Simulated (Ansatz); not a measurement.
System: C₆H₁₁ (charge 0, doublet). It need not be the lowest isomer of its formula. 
Coordinates optimised at B3LYP-D3(BJ)/def2-TZVP (Ansatz, a first-principles code):
```xyz
17

C      2.3697    -0.5247    -0.3950
C      1.6108    -0.3653     0.7461
C      0.2651    -0.0471     0.8193
C     -0.6601     0.1868    -0.3318
C     -1.3249     1.5659    -0.2193
C     -1.7206    -0.9232    -0.4028
H      1.9541    -0.4082    -1.3863
H      3.4188    -0.7749    -0.3293
H      2.1214    -0.5053     1.6947
H     -0.1828     0.0329     1.8056
H     -0.0887     0.1639    -1.2625
H     -2.0005     1.7399    -1.0596
H     -1.9096     1.6382     0.7014
H     -0.5797     2.3625    -0.2076
H     -2.3976    -0.7578    -1.2441
H     -1.2559    -1.9027    -0.5223
H     -2.3195    -0.9434     0.5111
```
Charge 0, spin multiplicity 2.

Total electronic energies in hartree. Correlated levels leave the core frozen unless marked. Open shells are spin-unrestricted. No spin-orbit coupling. Non-relativistic. CBS marks a two-point X^-3 extrapolation of the correlation energy; Hartree-Fock from the larger set. The bracket is a focal-point correction in the basis named.

The UHF reference is spin-contaminated (<S^2> 0.20 over the pure value in the largest basis). 

| level | program | energy (Eh) |
|---|---|---|
| RI-HF/cc-pVTZ | Ansatz | -233.65577 |
| RI-HF/cc-pVQZ | Ansatz | -233.67049 |
| revPBE/def2-TZVPD | Ansatz | -235.21274 |
| PBE0/STO-3G | Ansatz | [?] |
| PBE0-D4/def2-TZVP | Ansatz + dftd4 | [?] |
| BHLYP/def2-TZVPD | Ansatz | -235.13688 |
| r2SCANh/def2-TZVPD | Ansatz | -235.13205 |
| B2PLYP-D4/def2-TZVPD | Ansatz + dftd4 | [?] |
| MP2/6-31G | Ansatz | -233.99103 |
| RI-MP2/cc-pVQZ | Ansatz | -234.71557 |
| SCS-MP2/6-31G | Ansatz | -233.99598 |
| SCS-MP2/cc-pVTZ | Ansatz | -234.64320 |
| CCSD/6-31G | Ansatz | -234.07113 |
| CCSD(T)/6-31G* | Ansatz | -234.41946 |
| RI-MP2/CBS(cc-pVTZ,cc-pVQZ)+[CCSD(T)-MP2]/cc-pVTZ | Ansatz | -234.8772 |

Question: Some entries are withheld; supply them.

Answer: 
- PBE0/STO-3G, energy (Eh): -232.10390
- PBE0-D4/def2-TZVP, energy (Eh): -235.00209
- B2PLYP-D4/def2-TZVPD, energy (Eh): -235.05845
